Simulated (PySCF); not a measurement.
Ground-state electric properties of a mixed set of molecules.

All values: CAM-B3LYP/def2-SVPD (PySCF) at GFN2-xTB geometries, gas phase, one conformer each. Core orbitals are frozen in the response; Δα² is half the sum of the squared differences of the principal polarisabilities.

Question: Rank by dipole moment, highest first.
A. `[CH3:1]/[CH:2]=[CH:3]\[C:4](=[O:5])[C:6]([F:7])([F:8])[F:9]` with C2–C3–C4–O5 -7°
B. `[CH2:1]=[C:2]1[C@@H:3]([F:4])[O:5][C@@H:6]1[CH:7]([F:8])[F:9]` with O5–C6–C7–F8 -70°
C. `[CH3:1][CH2:2][C:3](=[O:4])[SiH2:5][O:6][CH3:7]` with C1–C2–C3–O4 1°, C2–C3–Si5–O6 -160°, C3–Si5–O6–C7 -48°
D. `[F:1][C:2]([F:3])([F:4])[C@H:5]1[CH:6]=[CH:7][CH2:8][CH2:9]1` with C2–C5–C6–C7 108°, C6–C7–C8–C9 10°, C7–C8–C9–C5 -16°, C2–C5–C9–C8 -101°

Answer: A (3.98 D), D (2.72 D), C (1.72 D), B (1.09 D).

Question: Rank by HOMO energy, highest first.
A. `C[Si@](O)(S)OC=O`
B. `C/C=C\C(=O)C(F)(F)F`
C. `FC(F)(F)[C@H]1C=CCC1`
D. `CC[C@H]1CO[SiH2]O1`
E. `C=C1[C@@H](F)O[C@@H]1C(F)F`
F. `CCC(=O)[SiH2]OC`

Answer: F (-8.12 eV), C (-8.91 eV), A (-9.05 eV), D (-9.40 eV), B (-9.70 eV), E (-9.85 eV).

All values together:

```tsv
SMILES	formula	μ (D)	HOMO (eV)	LUMO (eV)	α (Å³)	Δα (Å³)	electrons	α per electron (Å³)
C[Si@](O)(S)OC=O	C2H6O3SSi	1.24	-9.05	0.61	11.50	2.51	72	0.160
C=C1[C@@H](F)O[C@@H]1C(F)F	C5H5F3O	1.09	-9.85	0.18	9.41	2.65	70	0.134
C/C=C\C(=O)C(F)(F)F	C5H5F3O	3.98	-9.70	-1.45	9.97	5.10	70	0.142
FC(F)(F)[C@H]1C=CCC1	C6H7F3	2.72	-8.91	1.13	10.12	2.74	70	0.145
CCC(=O)[SiH2]OC	C4H10O2Si	1.72	-8.12	0.09	11.89	3.36	64	0.186
CC[C@H]1CO[SiH2]O1	C4H10O2Si	1.02	-9.40	1.21	11.12	2.21	64	0.174
```

Conformers: `[CH3:1][Si@:2]([OH:3])([SH:4])[O:5][CH:6]=[O:7]` with C1–Si2–O3–H 81°, C1–Si2–S4–H 151°, C1–Si2–O5–C6 -94°, Si2–O5–C6–O7 2°; `[CH2:1]=[C:2]1[C@@H:3]([F:4])[O:5][C@@H:6]1[CH:7]([F:8])[F:9]` with O5–C6–C7–F8 -70°; `[CH3:1]/[CH:2]=[CH:3]\[C:4](=[O:5])[C:6]([F:7])([F:8])[F:9]` with C2–C3–C4–O5 -7°; `[F:1][C:2]([F:3])([F:4])[C@H:5]1[CH:6]=[CH:7][CH2:8][CH2:9]1` with C2–C5–C6–C7 108°, C6–C7–C8–C9 10°, C7–C8–C9–C5 -16°, C2–C5–C9–C8 -101°; `[CH3:1][CH2:2][C:3](=[O:4])[SiH2:5][O:6][CH3:7]` with C1–C2–C3–O4 1°, C2–C3–Si5–O6 -160°, C3–Si5–O6–C7 -48°; `[CH3:1][CH2:2][C@H:3]1[CH2:4][O:5][SiH2:6][O:7]1` with C1–C2–C3–C4 177°, C2–C3–C4–O5 134°, C3–C4–O5–Si6 -12°, C4–O5–Si6–O7 7°, O5–Si6–O7–C3 2°.
